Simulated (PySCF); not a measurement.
PySCF job for C₄H₆ClF, SMILES [C@H](C1CC1)(Cl)F, TDA-PBE/def2-SVPD. Coordinates come from a r2SCAN-D4/def2-SVP optimisation. The structure was generated by enumeration; whether it is a known compound was not checked. Other conformers were not sampled.

```python
import numpy as np
from pyscf import gto, scf, dft, tdscf

mol = gto.M(
    atom='''
    F     0.37592367    1.39457392    0.51896936
    C     0.53058602    0.03939918    0.54190582
    Cl    1.71555548   -0.42194706   -0.74744572
    C    -0.78121431   -0.64472259    0.31555850
    C    -2.04352309    0.01032849    0.81435975
    C    -1.75522787   -0.05229165   -0.65992543
    H     1.00933625   -0.23761243    1.49470144
    H    -0.70997110   -1.73584722    0.37224827
    H    -1.94378436    0.98313588    1.30374905
    H    -2.81896277   -0.64006959    1.22866366
    H    -1.45564835    0.87714462   -1.15259422
    H    -2.33245010   -0.74109698   -1.28230679
    ''',
    basis='def2-SVPD',
    charge=0,
    spin=0,
    max_memory=1600,
    verbose=4,
)
mf = dft.RKS(mol, xc='pbe').density_fit(auxbasis='def2-universal-jkfit')
mf.grids.level = 3
mf.conv_tol = 1e-9
mf.max_cycle = 100
mf.kernel()
mf.grids = dft.Grids(mol).set(level=1).build(with_non0tab=True)  # coarser grid for the response kernel
td = tdscf.TDA(mf)
td.singlet = True
td.nstates = 10
td.conv_tol = 1e-4
td.positive_eig_threshold = 1e-6
td.kernel(x0=td.get_init_guess(mf, 15))
td.analyze()
tt = tdscf.TDA(mf)
tt.singlet = False
tt.nstates = 4
tt.conv_tol = 1e-4
tt.positive_eig_threshold = 1e-6
tt.kernel(x0=tt.get_init_guess(mf, 9))
tt.analyze(verbose=3)
```

It prints:

```
PySCF version 2.14.0

[INPUT] verbose = 4
[INPUT] num. atoms = 12
[INPUT] num. electrons = 56
[INPUT] charge = 0
[INPUT] spin (= nelec alpha-beta = 2S) = 0
[INPUT] symmetry False subgroup None
[INPUT] Mole.unit = angstrom
[INPUT] Symbol           X                Y                Z      unit          X                Y                Z       unit  Magmom
[INPUT]  1 F      0.375923670000   1.394573920000   0.518969360000 AA    0.710392780041   2.635362769261   0.980709957441 Bohr   0.0
[INPUT]  2 C      0.530586020000   0.039399180000   0.541905820000 AA    1.002662263323   0.074453659732   1.024053585108 Bohr   0.0
[INPUT]  3 Cl     1.715555480000  -0.421947060000  -0.747445720000 AA    3.241930008697  -0.797364382465  -1.412467703778 Bohr   0.0
[INPUT]  4 C     -0.781214310000  -0.644722590000   0.315558500000 AA   -1.476281090491  -1.218349121420   0.596319141279 Bohr   0.0
[INPUT]  5 C     -2.043523090000   0.010328490000   0.814359750000 AA   -3.861698969325   0.019518017380   1.538916894369 Bohr   0.0
[INPUT]  6 C     -1.755227870000  -0.052291650000  -0.659925430000 AA   -3.316899960504  -0.098816897102  -1.247078325336 Bohr   0.0
[INPUT]  7 H      1.009336250000  -0.237612430000   1.494701440000 AA    1.907369080096  -0.449022416492   2.824576359593 Bohr   0.0
[INPUT]  8 H     -0.709971100000  -1.735847220000   0.372248270000 AA   -1.341650935356  -3.280275839888   0.703447280643 Bohr   0.0
[INPUT]  9 H     -1.943784360000   0.983135880000   1.303749050000 AA   -3.673220085613   1.857857556433   2.463728639662 Bohr   0.0
[INPUT] 10 H     -2.818962770000  -0.640069590000   1.228663660000 AA   -5.327067590645  -1.209556225763   2.321837816606 Bohr   0.0
[INPUT] 11 H     -1.455648350000   0.877144620000  -1.152594220000 AA   -2.750776715175   1.657563103436  -2.178087408557 Bohr   0.0
[INPUT] 12 H     -2.332450100000  -0.741096980000  -1.282306790000 AA   -4.407691888214  -1.400470323942  -2.423208640770 Bohr   0.0

nuclear repulsion = 297.392258092658
number of shells = 76
number of NR pGTOs = 258
number of NR cGTOs = 178
basis = def2-SVPD
ecp = {}


******** <class 'pyscf.df.df_jk.DFRKS'> ********
method = DFRKS
initial guess = minao
damping factor = 0
level_shift factor = 0
DIIS = <class 'pyscf.scf.diis.CDIIS'>
diis_start_cycle = 1
diis_space = 8
diis_damp = 0
SCF conv_tol = 1e-09
SCF conv_tol_grad = None
SCF max_cycles = 100
direct_scf = False
XC library pyscf.dft.libxc version 7.1.2
    S. Lehtola, C. Steigemann, M. J. T. Oliveira, and M. A. L. Marques,  SoftwareX 7, 1–5 (2018)
XC functionals = pbe
    J. P. Perdew, K. Burke, and M. Ernzerhof,  Phys. Rev. Lett. 77, 3865 (1996)
    J. P. Perdew, K. Burke, and M. Ernzerhof,  Phys. Rev. Lett. 78, 1396 (1997)
    J. P. Perdew, K. Burke, and M. Ernzerhof,  Phys. Rev. Lett. 77, 3865 (1996)
    J. P. Perdew, K. Burke, and M. Ernzerhof,  Phys. Rev. Lett. 78, 1396 (1997)
radial grids:
    Treutler-Ahlrichs [JCP 102, 346 (1995); DOI:10.1063/1.469408] (M4) radial grids

becke partition: Becke, JCP 88, 2547 (1988); DOI:10.1063/1.454033
pruning grids: <function nwchem_prune>
grids dens level: 3
symmetrized grids: False
atomic radii adjust function: <function treutler_atomic_radii_adjust>
small_rho_cutoff = 0
Set gradient conv threshold to 3.16228e-05
Initial guess from minao.
tot grids = 148464
init E= -715.721096265478
  HOMO = -0.320969388872784  LUMO = -0.0525681751567717  gap/eV = 7.30357
cycle= 1 E= -715.179786306552  delta_E= 0.541  |g|= 0.548  |ddm|=  5.2
  HOMO = -0.203375696375833  LUMO = -0.0285136426634827  gap/eV = 4.75824
cycle= 2 E= -715.035294749071  delta_E= 0.144  |g|= 1.02  |ddm|= 1.78
  HOMO = -0.252344121049539  LUMO = -0.0165222083116241  gap/eV = 6.41704
cycle= 3 E= -715.245699294054  delta_E= -0.21  |g|= 0.112  |ddm|=  1.2
  HOMO = -0.267136806086021  LUMO = -0.0286233305636663  gap/eV = 6.49028
cycle= 4 E= -715.248145980251  delta_E= -0.00245  |g|= 0.0478  |ddm|= 0.226
  HOMO = -0.265306852011534  LUMO = -0.02794174347359  gap/eV = 6.45903
cycle= 5 E= -715.248603259017  delta_E= -0.000457  |g|= 0.0107  |ddm|= 0.0845
  HOMO = -0.264424447273673  LUMO = -0.0266838797567508  gap/eV = 6.46925
cycle= 6 E= -715.248628827586  delta_E= -2.56e-05  |g|= 0.00296  |ddm|= 0.0271
  HOMO = -0.264733658676335  LUMO = -0.0270139840001185  gap/eV = 6.46868
cycle= 7 E= -715.248630812873  delta_E= -1.99e-06  |g|= 0.000622  |ddm|= 0.00711
  HOMO = -0.264733811489668  LUMO = -0.0269933058149512  gap/eV = 6.46925
cycle= 8 E= -715.248630895278  delta_E= -8.24e-08  |g|= 0.000261  |ddm|= 0.00136
  HOMO = -0.264719540897944  LUMO = -0.0269907475417717  gap/eV = 6.46893
cycle= 9 E= -715.248630912302  delta_E= -1.7e-08  |g|= 4.2e-05  |ddm|= 0.000491
  HOMO = -0.264720941245848  LUMO = -0.026990302329458  gap/eV = 6.46898
cycle= 10 E= -715.248630912714  delta_E= -4.12e-10  |g|= 1.44e-05  |ddm|= 0.000101
  HOMO = -0.264720238344889  LUMO = -0.0269908019107921  gap/eV = 6.46895
Extra cycle  E= -715.248630912615  delta_E= 9.89e-11  |g|= 2.41e-05  |ddm|= 6.32e-05
converged SCF energy = -715.248630912615
tot grids = 47168
Overwritten attributes  positive_eig_threshold  of <class 'pyscf.tdscf.rks.TDA'>


******** <class 'pyscf.tdscf.rks.TDA'> for <class 'pyscf.df.df_jk.DFRKS'> ********
nstates = 10 singlet
deg_eia_thresh = 1.000e-03
wfnsym = None
conv_tol = 0.0001
eigh lindep = 1e-12
eigh level_shift = 0
eigh max_cycle = 100


Excitation energies (eV)
[6.79689005 6.89288696 7.07003807 7.22955207 7.44436615 7.49445296
 7.66986013 7.73254385 7.86313778 7.96409305]

** Singlet excitation energies and oscillator strengths **
Excited State   1:      6.79689 eV    182.41 nm  f=0.0271
      28 -> 29       -0.68001
Excited State   2:      6.89289 eV    179.87 nm  f=0.0488
      25 -> 29       -0.10316
      26 -> 29        0.42736
      27 -> 29        0.52527
      28 -> 29       -0.12616
Excited State   3:      7.07004 eV    175.37 nm  f=0.0144
      25 -> 29        0.11614
      26 -> 29       -0.52309
      27 -> 29        0.43756
Excited State   4:      7.22955 eV    171.50 nm  f=0.0143
      28 -> 30        0.69696
Excited State   5:      7.44437 eV    166.55 nm  f=0.0118
      25 -> 29        0.27276
      26 -> 30       -0.14805
      27 -> 30        0.62535
Excited State   6:      7.49445 eV    165.43 nm  f=0.0103
      25 -> 29        0.56807
      26 -> 29        0.13793
      26 -> 30       -0.20818
      27 -> 30       -0.30443
Excited State   7:      7.66986 eV    161.65 nm  f=0.0264
      25 -> 29        0.20692
      26 -> 30        0.62481
      28 -> 31       -0.19891
Excited State   8:      7.73254 eV    160.34 nm  f=0.0355
      26 -> 30       -0.16636
      28 -> 31       -0.67230
Excited State   9:      7.86314 eV    157.68 nm  f=0.0257
      28 -> 32       -0.70200
Excited State  10:      7.96409 eV    155.68 nm  f=0.0115
      25 -> 30       -0.17598
      27 -> 31       -0.66184

** Transition electric dipole moments (AU) **
state          X           Y           Z        Dip. S.      Osc.
  1         0.4000     -0.0329     -0.0384      0.1625      0.0271
  2         0.4940     -0.0613     -0.2029      0.2890      0.0488
  3         0.2300      0.0060     -0.1741      0.0832      0.0144
  4        -0.2669     -0.0916     -0.0362      0.0810      0.0143
  5         0.2283      0.1130      0.0081      0.0649      0.0118
  6         0.1247     -0.0561     -0.1930      0.0560      0.0103
  7         0.3206     -0.1664      0.1009      0.1406      0.0264
  8        -0.4085     -0.0577      0.1309      0.1873      0.0355
  9        -0.1866      0.0130      0.3134      0.1332      0.0257
 10         0.2143      0.0143     -0.1137      0.0591      0.0115

** Transition velocity dipole moments (imaginary part, AU) **
state          X           Y           Z        Dip. S.      Osc.
  1         0.0924      0.0168      0.0462      0.0110      0.0293
  2         0.0684     -0.0007     -0.0520      0.0074      0.0194
  3         0.0109      0.0330     -0.0433      0.0031      0.0079
  4        -0.0588     -0.0237     -0.0256      0.0047      0.0117
  5         0.0167      0.0226     -0.0067      0.0008      0.0020
  6         0.0049     -0.0445     -0.0108      0.0021      0.0051
  7         0.0585     -0.0543      0.0159      0.0066      0.0157
  8        -0.0931     -0.0045      0.0273      0.0094      0.0221
  9        -0.0357     -0.0059      0.0614      0.0051      0.0117
 10         0.0396      0.0001     -0.0284      0.0024      0.0054

** Transition magnetic dipole moments (imaginary part, AU) **
state          X           Y           Z
  1         0.1764     -0.3122      0.0775
  2         0.0649     -0.6569      0.0310
  3         0.2588     -0.0896      0.1582
  4         0.0878     -0.3146      0.1170
  5         0.0005     -0.2936     -0.1867
  6        -0.1750     -0.1651     -0.0373
  7         0.1273     -0.1671      0.1629
  8         0.0194     -0.0232      0.2644
  9        -0.0295     -0.0763     -0.1364
 10        -0.5879     -0.2643     -0.1030


******** <class 'pyscf.tdscf.rks.TDA'> for <class 'pyscf.df.df_jk.DFRKS'> ********
nstates = 4 triplet
deg_eia_thresh = 1.000e-03
wfnsym = None
conv_tol = 0.0001
eigh lindep = 1e-12
eigh level_shift = 0
eigh max_cycle = 100


Excitation energies (eV)
[6.17214345 6.39695209 6.67185178 7.0319902 ]

** Triplet excitation energies and oscillator strengths **
Excited State   1:      6.17214 eV    200.88 nm  f=0.0000
Excited State   2:      6.39695 eV    193.82 nm  f=0.0000
Excited State   3:      6.67185 eV    185.83 nm  f=0.0000
Excited State   4:      7.03199 eV    176.31 nm  f=0.0000
```

Self-consistency was reached.

Cost: very roughly 2.3 core-minutes.
